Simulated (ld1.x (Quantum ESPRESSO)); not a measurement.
## strontium (Sr): excitation energies, all-electron against RRKJ

strontium, norm-conserving RRKJ (Kleinman–Bylander form), made with ld1.x (Quantum ESPRESSO) 7.5 (PBE, scalar-relativistic). Core [Ar] 3d10, reference 4s2 4p6 4d0 5s1.5 5p0 (charge +0.5). Waves: 4p (bound): rc 2.55 bohr; 4d (bound, empty): rc 2.55 bohr; 4s (bound): rc 1.70 bohr. Local part: the s channel. Core correction: none.

Occupied shells without a wave of their own: 5s. They enter only through the test configuration that unscreens the potential.

Energies are relative to the spin-unpolarised reference configuration 4s2 4p6 4d0 5s1.5 5p0; without spin polarisation the order of configurations can differ from experiment.

Q: Give the all-electron excitation energy and the error of the potential for: 4s2 4p6 4d0 5s2 5p0; 4s2 4p6 4d0 5s1 5p0; 4s2 4p6 4d0 5s0 5p0; 4s2 4p6 4d0 5s1 5p1; 4s2 4p6 4d0 5s0 5p1; 4s2 4p5 4d0 5s2 5p0; 4s2 4p6 4d1 5s0 5p0.

A:

```
valence configuration  charge  ΔE all-electron (eV)  error AE − PS (meV)
  4s2 4p6 4d0 5s2 5p0       0                -2.339                  +66
  4s2 4p6 4d0 5s1 5p0      +1                 3.546                  -92
  4s2 4p6 4d0 5s0 5p0      +2                14.553                 -387
  4s2 4p6 4d0 5s1 5p1       0                -0.040                 -4.8
  4s2 4p6 4d0 5s0 5p1      +1                 6.483                 -172
  4s2 4p5 4d0 5s2 5p0      +1                25.970                 +195
  4s2 4p6 4d1 5s0 5p0      +1                 5.310                 -243
```

Levels in the configuration 4s2 4p6 4d0 5s2 5p0:

```
level  all-electron (eV)  pseudo (eV)
   4s            -40.900      -40.845
   4p            -22.822      -22.768
   5s             -3.526       -3.634
```

The 5s level has no wave, so the channel is fitted at the deeper level alone: the likely source of the large errors.
